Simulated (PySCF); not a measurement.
B(Me)(SH)2 (CH5BS2), SMILES SB(S)C. The structure is a stationary point at PBE0-D3(BJ)/def2-SVP. One conformer was computed; it need not be the lowest.

Computed equilibrium geometry at PBE0-D3(BJ)/def2-SVP (PySCF confirms it by a frequency run) as a Z-matrix, and its point group (one conformer of several):
point group Cs.
```
B
C 1 1.5730
H 2 1.1002 1 112.67
H 2 1.1002 3 108.64 1 125.56
H 2 1.1041 3 106.99 4 115.19
S 1 1.8037 2 117.34 3 152.30
H 6 1.3503 1 99.70 2 177.38
S 1 1.8037 2 117.34 3 -28.95
H 8 1.3503 1 99.70 2 -177.38
```
